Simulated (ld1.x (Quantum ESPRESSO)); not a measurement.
# Ca: one change to a TM potential, before and after

Ca (Z = 20), norm-conserving Troullier–Martins (Kleinman–Bylander form), made with ld1.x (Quantum ESPRESSO) 7.5 (PBE, fully relativistic). Core [Ne] 3s2, reference 3p6 3d0 4s2 4p0. Waves: 4s (bound): rc 3.40 bohr; 3p (bound): rc 1.30 bohr; 3d (bound, empty): rc 2.20 bohr. Local part: all-electron potential smoothed inside 1.10 bohr (lloc = -2). Core correction: none.

Open shells are filled in proportion to 2j + 1 (rel_dist='average').

All-electron outer shells of the reference configuration (PBE, scalar-relativistic, ld1.x):

```json
{"shell": "2p", "level (eV)": "-334.74", "outermost node (bohr)": "–", "outermost maximum (bohr)": "0.25"}
{"shell": "3s", "level (eV)": "-47.09", "outermost node (bohr)": "0.45", "outermost maximum (bohr)": "0.99"}
{"shell": "3p", "level (eV)": "-28.01", "outermost node (bohr)": "0.42", "outermost maximum (bohr)": "1.04"}
{"shell": "4s", "level (eV)": "-3.77", "outermost node (bohr)": "1.43", "outermost maximum (bohr)": "3.42"}
{"shell": "3d", "level (eV)": "-1.95", "outermost node (bohr)": "–", "outermost maximum (bohr)": "1.27"}
{"shell": "4p", "level (eV)": "-1.40", "outermost node (bohr)": "1.63", "outermost maximum (bohr)": "4.39"}
```

Change: wave 3d (bound): rc 2.20 bohr becomes 3d (bound): rc 3.18 bohr.

Cutoffs: the cutoffs (Ry, on a coarse ladder) from which the occupation-weighted sum of valence levels, in a spherical-Bessel basis at the reference potential, stays within 10 and 1 mRy of its value at 400 Ry; they do not see the model core or the augmentation charge, which bear on the density cutoff. Errors are all-electron minus pseudo energies relative to the spin-unpolarised reference configuration.

Task: What does the change do?

Result: The potential gets neither clearly harder nor softer (55 Ry and 70 Ry → 55 Ry and 70 Ry); both files keep a bound ghost (s); of the 6 tests that both files solve, the error grows in 2 and shrinks in 0 by more than 15 % and 0.3 meV (median size 19.2 → 32.7 meV).

```tsv
quantity	base	changed
cutoff, loose	55 Ry	55 Ry
cutoff, tight	70 Ry	70 Ry
bound ghosts	s	s
tests counted (converged, no solver errors)	6 of 7	6 of 7
error for 3p6 3d0 4s1 4p0, meV [ΔE 6.31 eV]	+6.1	+6.1
error for 3p6 3d0 4s0 4p0, meV [ΔE 18.13 eV]	+45	+45
error for 3p6 3d0 4s1.5 4p0, meV [ΔE 2.50 eV]	+1.1	+1.1
error for 3p6 3d1 4s0 4p0, meV [ΔE 7.69 eV]	-41	+89
error for 3p6 3d1 4s1 4p0, meV [ΔE 2.28 eV]	-18	+50
error for 3p6 3d0 4s0 4p1, meV [ΔE 9.36 eV]	+20	+20
s: phases at 3.71 bohr within 0.05 rad from the reference energy up to (Ry; the scan ends near 5)	1.1	1.1
p1/2: phases at 3.71 bohr within 0.05 rad from the reference energy up to (Ry; the scan ends near 5)	2.7	2.7
p3/2: phases at 3.71 bohr within 0.05 rad from the reference energy up to (Ry; the scan ends near 5)	2.8	2.8
d3/2: phases at 3.71 bohr within 0.05 rad from the reference energy up to (Ry; the scan ends near 5)	0.8	0.5
d5/2: phases at 3.71 bohr within 0.05 rad from the reference energy up to (Ry; the scan ends near 5)	0.8	0.5
```

Base: Tests not counted: 3p5 3d0 4s2 4p0 (solver errors, printed error +1.0 eV). ld1.x printed “convergence not achieved” for 3 of the counted tests; their residual had stalled under 1e-8, short of the target of 1e-14. Changed file: Tests not counted: 3p5 3d0 4s2 4p0 (solver errors, printed error +1.0 eV). ld1.x printed “convergence not achieved” for 3 of the counted tests; their residual had stalled under 1e-8, short of the target of 1e-14. A true bound ghost makes a file unfit for plane-wave use even where its test errors are small: the radial tests pick states by their node count and pass the ghost by. Where a test does run into it, the solver fails or the error is huge.
